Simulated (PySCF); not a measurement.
Level of theory: TPSSh-D3(BJ)/def2-TZVP // BP86-D3(BJ)/def2-SVP run with PySCF. Isolated molecules, 0 K electronic values unless said otherwise. One relaxed conformer stands for a flexible species; it need not be the lowest. 

Reference species: [Sc(NH2)(Br)2] (neutral, multiplicity 1).

```yaml
LUMO: -2.88 eV
charge on the central atom (meta-Löwdin): 1.22 e
coordination_number: 3
HOMO: -7.39 eV
```

Changed species: [Sc(NH2)2(Br)] (1 of 3 NH2 replaced by Br; the reference has 2 of 3 NH2 replaced by Br).

Task: Give the shifts of the LUMO, charge on the central atom (meta-Löwdin), coordination number and HOMO.

Result: the LUMO rises by 0.84 eV, to -2.04 eV; the charge on the central atom (meta-Löwdin) is nearly the same; the coordination number hardly moves; the HOMO goes up by 0.78 eV, to -6.61 eV.
